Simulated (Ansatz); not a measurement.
Basis sets compared for Be3Te2⁺. Charge 1, multiplicity 2. Geometry PBE-D4/def2-SVP. Ansatz on 4 threads of Arm Neoverse V2 on a shared host; times are rough, and most runs start from earlier orbitals.

```xyz
5

Be    0.3193   -1.2699   -0.2752
Be    0.7244    0.9990   -0.5172
Be   -1.0436    0.2708    0.7923
Te    1.1697   -0.0430    1.5555
Te   -1.1698    0.0431   -1.5554
```

In the def2 sets Te takes a core potential; there is no spin–orbit coupling. The structure comes from a short search, and lower isomers may exist.

```
           level  functions  energy (Eh)  HOMO (eV)  LUMO (eV)  wall time
 PBE-D4/def2-SVP         79    -579.9502      -9.08      -8.12      1.2 s
PBE0-D4/def2-SVP         79    -579.9958      -9.62      -7.47      1.9 s
```

Question: Estimate the rows for PBE-D4/def2-TZVP, PBE0-D4/def2-TZVP (with forces).

Answer: 
```tsv
level	functions	energy (Eh)	HOMO (eV)	LUMO (eV)	wall time
PBE-D4/def2-TZVP	157	-580.0189	-9.06	-8.08	2.4 s
PBE0-D4/def2-TZVP (with forces)	157	-580.0657	-9.61	-7.41	4.1 s
```
